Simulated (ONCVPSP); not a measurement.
**Logarithmic derivatives: beryllium, ONCV**

ONCVPSP 4.0.1 input, shortened (lines: element, Z, core and valence counts, functional; n l f; lmax; l rc ep ncon nbas qcut; lloc lpopt rc5 dvloc0; l nproj debl; icmod fcfact rcfact), LDA (Perdew-Wang 92), scalar-relativistic:

```
  Be 4.00    0    1  -001012      upf
    1    0    2.00
    2
    0    0.50    0.00    5   10   18.70
    1    0.55    0.13    4    7   17.30
    2    0.50    0.02    4    7   19.80
    4    4    0.50    1.00
    0    2    3.90
    1    2    2.40
    2    1    2.70
    0    0.00    0.00
```

In the s channel the program set the typed energies aside and used -4.807, 0.250 Ha.

The phase is arctan(r·R′/R) of the radial function R(r), unwrapped; energies in Ha, scanned from -6 to 5 Ha. A pole is an energy at which the radial function vanishes at the test radius. The pseudo phase is shifted by a multiple of π to meet the all-electron one at the reference energy, and phase errors are pseudo minus all-electron; the curves can meet again beyond the range given. Levels narrower than the energy grid can be missing from the lists of poles.

| channel | radius (bohr) | reference energy (Ha) | poles, all-electron | poles, pseudo | unbroken range about the reference energy with phases within 0.05 rad | phase error 1 Ha above the reference energy (rad) |
| --- | --- | --- | --- | --- | --- | --- |
| s | 0.51 | -4.81 | 1.53 | 1.53 | the whole range | -0.000 |
| p | 0.56 | 0.13 | none | none | the whole range | -0.000 |
| d | 0.51 | 0.02 | none | none | the whole range | +0.000 |

Phases in the p channel:

```json
{"E (Ha)": "-5.96", "all-electron": "0.768", "pseudo": "0.768"}
{"E (Ha)": "-5.40", "all-electron": "0.728", "pseudo": "0.728"}
{"E (Ha)": "-4.84", "all-electron": "0.684", "pseudo": "0.684"}
{"E (Ha)": "-4.28", "all-electron": "0.634", "pseudo": "0.634"}
{"E (Ha)": "-3.72", "all-electron": "0.580", "pseudo": "0.580"}
{"E (Ha)": "-3.16", "all-electron": "0.519", "pseudo": "0.520"}
{"E (Ha)": "-2.60", "all-electron": "0.453", "pseudo": "0.453"}
{"E (Ha)": "-2.04", "all-electron": "0.380", "pseudo": "0.380"}
{"E (Ha)": "-1.48", "all-electron": "0.299", "pseudo": "0.299"}
{"E (Ha)": "-0.92", "all-electron": "0.212", "pseudo": "0.212"}
{"E (Ha)": "-0.36", "all-electron": "0.119", "pseudo": "0.119"}
{"E (Ha)": "0.20", "all-electron": "0.021", "pseudo": "0.021"}
{"E (Ha)": "0.76", "all-electron": "-0.082", "pseudo": "-0.082"}
{"E (Ha)": "1.32", "all-electron": "-0.186", "pseudo": "-0.186"}
{"E (Ha)": "1.88", "all-electron": "-0.290", "pseudo": "-0.290"}
{"E (Ha)": "2.44", "all-electron": "-0.391", "pseudo": "-0.391"}
{"E (Ha)": "3.00", "all-electron": "-0.489", "pseudo": "-0.489"}
{"E (Ha)": "3.56", "all-electron": "-0.580", "pseudo": "-0.580"}
{"E (Ha)": "4.12", "all-electron": "-0.665", "pseudo": "-0.665"}
{"E (Ha)": "4.68", "all-electron": "-0.744", "pseudo": "-0.744"}
```
